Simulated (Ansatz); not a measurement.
A nudged elastic band was laid between two geometries of H$_{4}$OS$_{2}$Si (8 atoms, charge 0, multiplicity 1).

All numbers below come from RKS PBE-D4/def2-SVP (Ansatz).

```yaml
movable_images: 5
climbing_image: yes
spring: 5.0 eV/Å²
optimiser: quadratic models (default)
start_path: through a guess of the saddle point
force_threshold: 0.03 eV/Å
iteration_limit: 47
end_points: relaxed
```

Initial state:

```xyz
8
Properties=species:S:1:pos:R:3
O -0.844 1.488 -0.755
Si 0.072 0.536 0.272
S 1.638 -0.352 -0.931
S -0.975 -1.030 1.334
H -1.193 1.033 -1.542
H 0.533 1.470 1.341
H 1.885 -1.343 -0.029
H -1.022 -1.860 0.254
```

Final state:

```xyz
8
Properties=species:S:1:pos:R:3
O -0.837 1.404 -0.785
Si 0.087 0.357 0.136
S 1.905 -0.079 -0.945
S -0.799 -1.577 0.523
H -1.064 1.073 -1.673
H 0.271 1.097 1.423
H 2.138 -1.227 -0.249
H -1.608 -1.105 1.515
```

Task: Which bonds break or form, and what moves?

Result: No bond is made or broken. The dihedral O1–Si2–S4–H8 goes from 78 to -79°.

Task: Give the energies along the band, and the barrier.

Result: It converged. The highest image is number 3 of 0 to 6, 11.7 kJ/mol above the first end and 12.2 kJ/mol above the last; the last end lies 0.4 kJ/mol below the first. The profile has 2 maxima (images 3, 5) with wells between them (image 4): this band takes more than one step, which may be the mechanism or a detour left from its start path. A vibrational analysis at the climbing image gives one clearly imaginary mode, 198i cm⁻¹: a first-order saddle point.

| image | path coordinate (Å) | energy (kJ/mol) | dihedral O1–Si2–S4–H8 (°) |
| --- | --- | --- | --- |
| 0 | 0.00 | 0.0 | 78 |
| 1 | 0.49 | 3.2 | 105 |
| 2 | 0.98 | 9.4 | 135 |
| 3 | 1.48 | 11.7 | 159 |
| 4 | 2.77 | 0.0 | 161 |
| 5 | 4.07 | 5.5 | -140 |
| 6 | 5.37 | -0.4 | -79 |

Task: What is the geometry of the highest image?

Result: 
```xyz
8
Properties=species:S:1:pos:R:3:forces:R:3
O -0.777 1.570 -0.880 0.00 0.02 0.00
Si -0.019 0.518 0.170 0.00 -0.01 0.00
S 1.720 -0.318 -0.825 0.00 0.00 0.00
S -1.432 -1.030 0.736 0.00 0.00 0.00
H -1.096 1.163 -1.707 0.00 -0.01 0.00
H 0.367 1.367 1.337 0.00 0.00 0.00
H 1.808 -1.405 -0.010 0.00 0.00 0.00
H -0.478 -1.922 1.124 0.00 0.00 0.00
```

Time of the run: 12 min on 1 thread of Intel(R) Xeon(R) Processor @ 2.50GHz (Skylake/Cascade Lake) (shared host), peak memory 0.13 GiB.
